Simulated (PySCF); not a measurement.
**Working out the ionisation energy of K(2+)**

K(2+) [Ne] 3s2 3p5 (2P) → K(3+) [Ne] 3s2 3p4 (3P). Calculation: PySCF 2.14, in Sapporo-DKH3-DZP-2012; scalar relativity by spin-free X2C-1e. Frozen: [Ne] 3s2. Energies in hartree (1 hartree = 27.21139 eV):

| part | K(2+) (lower) | K(3+) (upper) |
| --- | --- | --- |
| UHF | -600.177139 | -598.544757 |
| CCSD correlation | -0.109552 | -0.067614 |
| (T) | -0.000155 | -0.000041 |

Task: What does Hartree-Fock give?

Result: (-598.544757) − (-600.177139) = 1.632382 hartree = 44.419 eV.

Task: What do CCSD and CCSD(T) give?

Result: The CCSD correlation energies differ by 0.041938 hartree = 1.141 eV and the triples by 0.000114 hartree = 0.003 eV, so CCSD gives 45.560 eV and CCSD(T) 45.563 eV.

Reference: 45.803 eV (semi-empirical (NIST evaluation); NIST Atomic Spectra Database, ionization energies), between the lowest levels; spin-orbit coupling is absent from the calculation.

A double-zeta basis recovers only part of the correlation energy.

What remains against the reference includes basis incompleteness, the frozen core and higher excitations.
